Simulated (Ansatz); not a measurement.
`[CH3][AlH][SH]` and `[CH3][InH][SH]` differ in one element.

Ansatz, PBE0-D4/def2-TZVP geometries, multiplicity 1. Each molecule was computed in one conformer, which needn't be the lowest.

Elements past krypton have def2 core potentials.

| property | `[CH3][AlH][SH]` |
| --- | --- |
| HOMO–LUMO gap (PBE0/def2-TZVPP) / eV | 6.72 |
| LUMO energy (PBE/def2-TZVPP) / eV | -1.68 |
| HOMO–LUMO gap (PBE/def2-TZVPP) / eV | 4.79 |
| HOMO energy (PBE0/def2-TZVPP) / eV | -7.65 |
| HOMO–LUMO gap (B3LYP/def2-TZVPP) / eV | 6.26 |
| HOMO energy (B3LYP/def2-TZVPP) / eV | -7.39 |

Q: Give the same properties after the change, and the shifts. (Best estimate.)

A: Computed: 
| property | `[CH3][InH][SH]` | shift |
| --- | --- | --- |
| HOMO–LUMO gap (PBE0/def2-TZVPP) / eV | 5.91 | -0.81 |
| LUMO energy (PBE/def2-TZVPP) / eV | -2.02 | -0.34 |
| HOMO–LUMO gap (PBE/def2-TZVPP) / eV | 4.05 | -0.74 |
| HOMO energy (PBE0/def2-TZVPP) / eV | -7.23 | 0.42 |
| HOMO–LUMO gap (B3LYP/def2-TZVPP) / eV | 5.40 | -0.86 |
| HOMO energy (B3LYP/def2-TZVPP) / eV | -6.99 | 0.40 |

With PBE0 the HOMO rises by 0.42 eV and the LUMO falls by 0.39 eV, so the gap narrows by about 0.81 eV. PBE moves the HOMO by 0.39 eV and ωB97M-V by 0.43 eV.

B3LYP here is the variant with VWN-RPA as its local correlation; programs differ in this.
